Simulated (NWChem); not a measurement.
MgO; SMILES [O]=[Mg]

```xyz
2

Mg     0.0000     0.0000    -0.7053
O      0.0000     0.0000     1.0580
```
Atoms are numbered in this order, from 1.

Results from NWChem. Medium grid unless said otherwise, to which SCAN and Minnesota functionals are sensitive. Coordinates come from a PBE-D3(BJ)/def2-SVP optimisation.

Order these by “highest occupied level (eV)”, lowest first: BP86/def2-TZVP; MPW1K/def2-TZVP; LC-wPBE (HJS exchange hole, range parameter 0.4 per bohr)/def2-TZVP; M05-2X/def2-TZVP; B3LYP/def2-TZVP.

LC-wPBE (HJS exchange hole, range parameter 0.4 per bohr)/def2-TZVP (-8.55), M05-2X/def2-TZVP (-7.63), MPW1K/def2-TZVP (-7.04), B3LYP/def2-TZVP (-5.93), BP86/def2-TZVP (-4.90)
